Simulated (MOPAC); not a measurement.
Input for MOPAC: PM6 on CH6GeO2 (SMILES C[O][GeH2][OH]), a point of a torsion scan.

```
PM6 1SCF PRECISE CHARGE=0 THREADS=1
CH6GeO2

C      1.50369907 1    -0.17715502 1    -0.05454552 1
O      0.46366175 1     0.76408582 1     0.09967634 1
Ge    -1.27269306 1     0.51529812 1     0.15038447 1
O     -1.74496443 1     0.24739041 1     1.79950534 1
H      2.43351760 1     0.38768781 1    -0.14078947 1
H      1.57271550 1    -0.84561534 1     0.80747859 1
H      1.36957569 1    -0.78005232 1    -0.95493813 1
H     -1.75930603 1     1.84323330 1    -0.33595213 1
H     -1.75231600 1    -0.71146441 1    -0.56216745 1
H     -1.30729581 1     0.77831891 1     2.46300257 1
```

Output:

```
*******************************************************************************
 **                                                                           **
 **                              MOPAC v23.2.5                                **
 **                                                                           **
 *******************************************************************************
 ** MOPAC's Digital Object Identifier: https://doi.org/10.5281/zenodo.6511958 **
 **                                                                           **
 ** Please cite the open-source release paper for use of this MOPAC version:  **
 ** J. E. Moussa and J. J. P. Stewart (2026)                                  **
 ** MOPAC: An open-source semiempirical molecular orbital program             **
 ** J. Open Source Softw., 11(119), 8025, https://doi.org/10.21105/joss.08025 **
 *******************************************************************************

                              PM6 CALCULATION RESULTS

 *******************************************************************************
 *  PM6        - The PM6 Hamiltonian to be used
 *
 *
 *
 *                 CHARGE ON SYSTEM = 0
 *
 *
 *
 *  PRECISE    - TIGHTER CRITERIA TO BE USED
 *  1SCF       - DO 1 SCF AND THEN STOP
 *  THREADS=1  - MULTI-THREADING NOT USED
 *  T=         - A TIME OF 172800.0 SECONDS REQUESTED
 *  DUMP=N     - RESTART FILE WRITTEN EVERY 7200.0 SECONDS REQUESTED
 *******************************************************************************
PM6 1SCF PRECISE CHARGE=0 THREADS=1
 CH6GeO2

   ATOM   CHEMICAL          X               Y               Z
  NUMBER   SYMBOL      (ANGSTROMS)     (ANGSTROMS)     (ANGSTROMS)

     1       C          1.50369907  *  -0.17715502  *  -0.05454552  *
     2       O          0.46366175  *   0.76408582  *   0.09967634  *
     3      Ge         -1.27269306  *   0.51529812  *   0.15038447  *
     4       O         -1.74496443  *   0.24739041  *   1.79950534  *
     5       H          2.43351760  *   0.38768781  *  -0.14078947  *
     6       H          1.57271550  *  -0.84561534  *   0.80747859  *
     7       H          1.36957569  *  -0.78005232  *  -0.95493813  *
     8       H         -1.75930603  *   1.84323330  *  -0.33595213  *
     9       H         -1.75231600  *  -0.71146441  *  -0.56216745  *
    10       H         -1.30729581  *   0.77831891  *   2.46300257  *



          CARTESIAN COORDINATES

    NO.       ATOM           X           Y           Z

     1         C          1.5037     -0.1772     -0.0545
     2         O          0.4637      0.7641      0.0997
     3        Ge         -1.2727      0.5153      0.1504
     4         O         -1.7450      0.2474      1.7995
     5         H          2.4335      0.3877     -0.1408
     6         H          1.5727     -0.8456      0.8075
     7         H          1.3696     -0.7801     -0.9549
     8         H         -1.7593      1.8432     -0.3360
     9         H         -1.7523     -0.7115     -0.5622
    10         H         -1.3073      0.7783      2.4630

 General Reference for PM6:
 "Optimization of Parameters for Semiempirical Methods V: Modification of NDDO Approximations
 and Application to 70 Elements", J. J. P. Stewart, J. Mol. Mod., 13, 1173-1213 (2007)
 URL: https://link.springer.com/article/10.1007/s00894-007-0233-4

           Empirical Formula: C H6 O2 Ge  =    10 atoms



      MOLECULAR POINT GROUP   :   C1


      RHF CALCULATION, NO. OF DOUBLY OCCUPIED LEVELS = 13


 -------------------------------------------------------------------------------
 PM6 1SCF PRECISE CHARGE=0 THREADS=1
 CH6GeO2



     1SCF WAS SPECIFIED, SO BFGS WAS NOT USED
     SCF FIELD WAS ACHIEVED


                              PM6 CALCULATION
                                                       MOPAC v23.2.5 Linux




          FINAL HEAT OF FORMATION =        -90.71824 KCAL/MOL =    -379.56511 KJ/MOL


          COSMO AREA              =        117.39 SQUARE ANGSTROMS
          COSMO VOLUME            =        104.67 CUBIC ANGSTROMS

          IONIZATION POTENTIAL    =         10.443149 EV
          HOMO LUMO ENERGIES (EV) =        -10.443  0.967
          NO. OF FILLED LEVELS    =         13
          MOLECULAR WEIGHT        =        122.6472         POINT GROUP:  C1

          MOLECULAR DIMENSIONS (Angstroms)

            Atom       Atom       Distance
            H    10    H     7     4.61264
            H     5    H     9     3.98244
            H     6    H     8     3.41080


          SCF CALCULATIONS        =          1





   ATOM   CHEMICAL          X               Y               Z
  NUMBER   SYMBOL      (ANGSTROMS)     (ANGSTROMS)     (ANGSTROMS)

     1       C          1.50369907  *  -0.17715502  *  -0.05454552  *
     2       O          0.46366175  *   0.76408582  *   0.09967634  *
     3      Ge         -1.27269306  *   0.51529812  *   0.15038447  *
     4       O         -1.74496443  *   0.24739041  *   1.79950534  *
     5       H          2.43351760  *   0.38768781  *  -0.14078947  *
     6       H          1.57271550  *  -0.84561534  *   0.80747859  *
     7       H          1.36957569  *  -0.78005232  *  -0.95493813  *
     8       H         -1.75930603  *   1.84323330  *  -0.33595213  *
     9       H         -1.75231600  *  -0.71146441  *  -0.56216745  *
    10       H         -1.30729581  *   0.77831891  *   2.46300257  *

                             CARTESIAN COORDINATES

   1    C        1.503699070    -0.177155020    -0.054545520
   2    O        0.463661750     0.764085820     0.099676340
   3   Ge       -1.272693060     0.515298120     0.150384470
   4    O       -1.744964430     0.247390410     1.799505340
   5    H        2.433517600     0.387687810    -0.140789470
   6    H        1.572715500    -0.845615340     0.807478590
   7    H        1.369575690    -0.780052320    -0.954938130
   8    H       -1.759306030     1.843233300    -0.335952130
   9    H       -1.752316000    -0.711464410    -0.562167450
  10    H       -1.307295810     0.778318910     2.463002570


           Empirical Formula: C H6 O2 Ge  =    10 atoms



      MOLECULAR POINT GROUP   :   C1


                  EIGENVALUES
 -28.49644 -28.21093 -24.24815 -20.10815 -17.31936 -15.48524 -15.39040 -14.69267
 -12.96114 -12.68276 -10.91122 -10.58002 -10.44315   0.96677   1.32126   2.73918
   2.94226   4.17762   5.51967   5.60797   5.92179   6.09050


              NET ATOMIC CHARGES AND DIPOLE CONTRIBUTIONS

  ATOM NO.   TYPE          CHARGE      No. of ELECS.   s-Pop       p-Pop
    1          C          -0.100480        4.1005     1.07782     3.02266
    2          O          -0.689397        6.6894     1.75859     4.93081
    3         Ge           0.849346        3.1507     1.12979     2.02086
    4          O          -0.752022        6.7520     1.73077     5.02125
    5          H           0.137176        0.8628     0.86282
    6          H           0.115633        0.8844     0.88437
    7          H           0.106430        0.8936     0.89357
    8          H          -0.000308        1.0003     1.00031
    9          H          -0.003865        1.0039     1.00387
   10          H           0.337487        0.6625     0.66251
 DIPOLE           X         Y         Z       TOTAL
 POINT-CHG.    -0.057    -0.577    -2.319     2.391
 HYBRID         0.380     0.187     0.731     0.845
 SUM            0.323    -0.390    -1.588     1.667


          ATOMIC ORBITAL ELECTRON POPULATIONS

     Atom    s        px        py        pz
    1  C   1.07782   0.92780   0.98067   1.11419
    2  O   1.75859   1.40259   1.61018   1.91804
    3 Ge   1.12979   0.53946   0.89326   0.58814
    4  O   1.73077   1.77888   1.78948   1.45290
    5  H   0.86282
    6  H   0.88437
    7  H   0.89357
    8  H   1.00031
    9  H   1.00387
   10  H   0.66251

 **********************
 *                    *
 * JOB ENDED NORMALLY *
 *                    *
 **********************




 == MOPAC DONE ==
```

The run finished.

Cost: roughly 0.020 core-seconds.
